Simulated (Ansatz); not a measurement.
Ta3S8⁺. Charge 1, multiplicity 3. Geometry PBE-D4/def2-SVP, that of the neutral doublet; atoms count from 1.

```xyz
11

Ta    0.0682    0.6081    1.4894
Ta    0.6717   -1.9027   -0.2461
Ta   -0.5148    1.2814   -1.4908
S    -1.2790   -1.6045    1.0599
S     0.8538    2.4008    0.0634
S     2.0407   -0.7852    1.3085
S    -0.0821    1.3464    3.5222
S     0.4496   -0.7492   -2.3448
S     1.2150   -4.0051   -0.4478
S    -1.2539    2.6251   -3.0411
S    -2.1692    0.7850    0.1271
```

In the def2 sets Ta takes a core potential; there is no spin–orbit coupling.

(1) Estimate the Mulliken populations from the PBE0/def2-SVP orbitals of Ansatz.

(2) Where does the spin sit?

(3) And the Mayer bond orders between bonded heavy atoms (over 0.3)?

Answers

(1) 
```tsv
atom	charge (e)	spin (α − β)	d electrons
Ta1	0.64	-0.25	3.45
Ta2	0.69	-0.10	3.35
Ta3	0.69	-0.10	3.35
S4	-0.19	0.48	–
S5	-0.21	0.31	–
S6	-0.21	0.31	–
S7	0.09	0.33	–
S8	-0.36	0.02	–
S9	0.03	0.26	–
S10	0.03	0.26	–
S11	-0.19	0.48	–
```
Mulliken values and Mayer orders depend strongly on the basis.

(2) Summed by element: Ta -0.46, S 2.46, of 2 unpaired in all. Largest on single atoms: S11 0.48, S4 0.48, S7 0.33.

(3) Ta1–S4 0.66 (2.63 Å); Ta1–S5 1.00 (2.42 Å); Ta1–S6 1.00 (2.42 Å); Ta1–S7 2.13 (2.17 Å); Ta1–S11 0.66 (2.63 Å); Ta2–S4 1.13 (2.37 Å); Ta2–S6 1.11 (2.35 Å); Ta2–S8 1.11 (2.41 Å); Ta2–S9 2.18 (2.18 Å); Ta3–S5 1.11 (2.35 Å); Ta3–S8 1.11 (2.40 Å); Ta3–S10 2.18 (2.18 Å); Ta3–S11 1.13 (2.37 Å). Values over 0.3 also appear between atoms too far apart for a bond (S4–S11 0.34 at 2.72 Å); they arise where an orbital or an unpaired electron spreads over both atoms.
